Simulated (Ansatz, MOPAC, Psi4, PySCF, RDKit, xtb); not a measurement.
Complex: NH3 (SMILES N) (first 4 atoms) with Si2H6 (SMILES [SiH3][SiH3]); geometry from B3LYP-D3(BJ)/def2-TZVP, rigid monomers moved along the line of their centres of mass till N1···Si5 is 3.59 Å.
(charge 0, multiplicity 1):
```xyz
12

N     -0.41247     0.18904     0.96085
H     -0.35981    -0.69423     0.46676
H     -1.36153     0.53396     0.87454
H      0.19811     0.84359     0.48555
Si     0.33010    -1.22347     4.17334
Si     0.44713     1.11083     4.32945
H      0.61840    -1.85369     5.49074
H      1.32552    -1.75066     3.20963
H     -1.02333    -1.66812     3.76280
H      0.78101     1.53486     5.71657
H     -0.85017     1.73886     3.98101
H      1.49986     1.65778     3.43990
```

```csv
level,interaction energy (meV),cost
UFF,-47.3,-
PM3,63.0,-
GFN1-xTB,-290.1,-
GFN2-xTB,-79.9,-
HF/STO-3G (no counterpoise),-75.2,-
HF/6-31G*,-101.5,-
PBE/def2-TZVPPD,-108.0,×1
PBE-D3(BJ)/def2-TZVPPD,-158.7,×1
PBE-D4/def2-TZVPPD,-161.8,×1
BP86/6-31G* (no counterpoise),-142.8,-
r2SCAN-D3(BJ)/def2-TZVPPD,-161.1,×1
B3LYP/6-31G*,-81.2,-
B3LYP/def2-TZVPPD,-77.3,×2
PBE0/def2-TZVPPD,-108.9,×2
PBE0-D3(BJ)/def2-TZVPPD,-159.6,×2
PBE0-D4/def2-TZVPPD,-159.2,×2
wB97X-V/def2-TZVPPD,-160.1,×3
MP2/6-31G*,-115.3,-
CCSD(T)/aug-cc-pV(D+d)Z,-145.8,×7
SAPT0/jun-cc-pV(D+d)Z,-158.7,-
```

The rows run from -290.1 (GFN1-xTB) to 63.0 meV (PM3). The dispersion term adds -50.7 in PBE-D3(BJ), -53.8 in PBE-D4, -50.6 in PBE0-D3(BJ). The 4 functionals in def2-TZVPPD without D3 or D4 span 82.8, from wB97X-V to B3LYP.

Monomers are frozen at their geometry in the pair; levels with a basis set take the counterpoise correction. Rows marked so take none. RDKit's UFF carries no charges.

Correlated levels freeze the cores. Rows in 6-31G*, STO-3G carry no dispersion term and start afresh at each structure (6-31G* with six Cartesian d functions). MP2/6-31G* freezes PySCF's default core. The state that PM3 reach isn't checked.

The values were computed with Ansatz (Gaussian basis) for Hartree–Fock, density functionals and correlated methods; MOPAC for PM3 (differences of heats of formation); Psi4 for SAPT; PySCF for 6-31G* rows, STO-3G rows, the dispersion terms; RDKit for the force fields; xtb for the GFN methods. Each number belongs to the level named beside it.

Costs are rough ratios of core time to PBE/def2-TZVPPD (about 12 s over the structures, on one shared machine); a dash marks a level with no comparable run of its own.

Ansatz is a program for electronic structure.
